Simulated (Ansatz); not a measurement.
Cl₃HOZr, SMILES `[OH][Zr]([Cl])([Cl])[Cl]`. Charge 0, multiplicity 1. Zr takes the def2 core potential.

```xyz
6

O     0.168   -1.467    0.007
Zr   -0.048    0.399   -0.001
Cl    1.928    1.402    0.738
Cl   -0.527    1.106   -2.175
Cl   -1.808    0.974    1.424
H     0.287   -2.414    0.007
```

Question: List the harmonic frequencies (cm⁻¹, unscaled) at PBE0-D4/def2-TZVP in Ansatz. (An estimate is asked.)

Answer: Computed: 97, 97, 111, 146, 147, 245, 245, 383, 421, 421, 762, 3981.

Question: Is this a minimum?

Answer: Yes, all 12 modes are real.

Question: Give the ideal-gas thermochemistry at 298.15 K and 1 bar (rigid rotor, harmonic oscillator; point group C3v, symmetry number 3).

Answer: Zero-point energy 42.2 kJ/mol; H(298) − E = 66.5 kJ/mol; entropy 383.7 J/(mol·K), of which translation 175.8, rotation 114.6, vibration 93.2; G(298) − E = -47.9 kJ/mol. Modes under 100 cm⁻¹ are hindered rotations or soft bends, so the harmonic entropy is rough.

Question: And at 400, 500, 600, 800 and 1000 K?

Answer: 
| T (K) | H − E (kJ/mol) | S (J/mol/K) | G − E (kJ/mol) |
| --- | --- | --- | --- |
| 400 | 78.0 | 416.8 | -88.7 |
| 500 | 89.7 | 442.9 | -131.7 |
| 600 | 101.6 | 464.6 | -177.2 |
| 800 | 125.9 | 499.5 | -273.7 |
| 1000 | 150.5 | 527.0 | -376.5 |

Question: Rotational constants (cm⁻¹)?

Answer: 0.04496, 0.04495, 0.03255.
